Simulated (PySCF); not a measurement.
## C2H11AlB3N3O

C2H11AlB3N3O is a molecule, neutral, singlet. The structure, one conformer, was relaxed in the gas phase by PBE0-D3(BJ)/def2-SVP. No frequency run checks that it is a minimum.

SMILES: [CH3][Al]([CH3])[O]B1NBNBN1

```xyz
21

N     0.191    0.951   -1.789
B     0.146    2.215   -2.438
N    -0.151    3.361   -1.639
B    -0.398    3.270   -0.235
N    -0.340    1.982    0.363
B    -0.046    0.782   -0.378
O     0.003   -0.434    0.218
Al    0.084   -1.967    0.961
C    -1.500   -3.095    0.832
C     1.749   -2.430    1.863
H     0.398    0.127   -2.337
H     0.352    2.316   -3.627
H    -0.188    4.268   -2.082
H    -0.647    4.256    0.423
H    -0.509    1.895    1.356
H    -2.397   -2.566    1.196
H    -1.405   -4.034    1.401
H    -1.704   -3.362   -0.219
H     2.618   -2.276    1.201
H     1.910   -1.782    2.741
H     1.771   -3.474    2.213
```
Atom numbers follow the order of the file, from 1.

Shieldings: GIAO PBE0/pcSseg-1. Shifts are against computed references at the same level: C TMS (σ 184.4 ppm), H TMS (σ 31.27 ppm). Core levels by delta-SCF with SCAN, pcX-2 on the ionised atom and pcseg-1 elsewhere, spin-free X2C; from the vacuum level, for chosen atoms.

Give the shieldings and core levels atom by atom.


```tsv
atoms	bonded to	σ (ppm)	δ (ppm)	core level (eV)
N1 N5	2 B + 1 H	137.8	-	1s 404.15
B2	2 N + 1 H	72.3	-	1s 195.40
N3	2 B + 1 H	127.2	-	1s 404.22
B4	2 N + 1 H	72.3	-	-
B6	2 N + 1 O	81.2	-	1s 196.38
O7	1 Al + 1 B	191.8	-	1s 537.08
Al8	2 C + 1 O	359.0	-	-
C9 C10	1 Al + 3 H	195.3	-10.8	-
H11 H15	1 N	26.87	4.40	-
H12	1 B	26.60	4.67	-
H13	1 N	26.17	5.10	-
H14	1 B	26.60	4.67	-
H16 H17 H18	1 C	31.61	-0.34	-
H19 H20 H21	1 C	31.61	-0.34	-
```

Values are those of this one static structure, with the three H of a rotating XH3 group averaged; atoms that internal rotation interchanges would show their mean in an NMR spectrum.

The core-hole state of B2 is spin-contaminated (⟨S²⟩ 0.81 against 0.75 for a pure doublet), so that value and differences from it are less sure.

By CAM-B3LYP/def2-SVPD (TDDFT singlets, Tamm-Dancoff triplets, ionisation by delta-SCF), where does absorption start, and what does vertical ionisation take?

The first singlet with intensity lies at 6.44 eV (f 0.081); what lies below it is dark. The lowest singlet lies at 6.04 eV (f 0.000), the strongest of the first 6 at 6.44 eV (f 0.081), the lowest triplet at 5.75 eV; vertical ionisation takes 9.36 eV.
